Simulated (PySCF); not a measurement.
AgI, SMILES [Ag][I], multiplicity 1. Heavy atoms are numbered as in [Ag:1][I:2].

Coordinates come from a PBE0-D3(BJ)/def2-TZVP optimisation. The multiplicity is an assumed one; other spin states were not compared. The def2 effective core potentials stand for the cores of Ag, I; spin–orbit coupling is left out.

Level of theory: PBE0/def2-TZVPD run with PySCF.

Mulliken values depend strongly on the basis, most of all with diffuse functions as here. ESP charges are fitted to the potential on shells at 1.4 to 2.0 van der Waals radii. Atomic charges (e), one atom of each kind:

```tsv
atom	Mulliken	ESP fit
Ag1	0.20	___
I2	-0.20	___
```

**Question.** Fill in the missing entries. (An estimate is asked for; the answer gives what the named calculation found.)

**Answer.** 
- Ag1, ESP fit: 0.42
- I2, ESP fit: -0.42
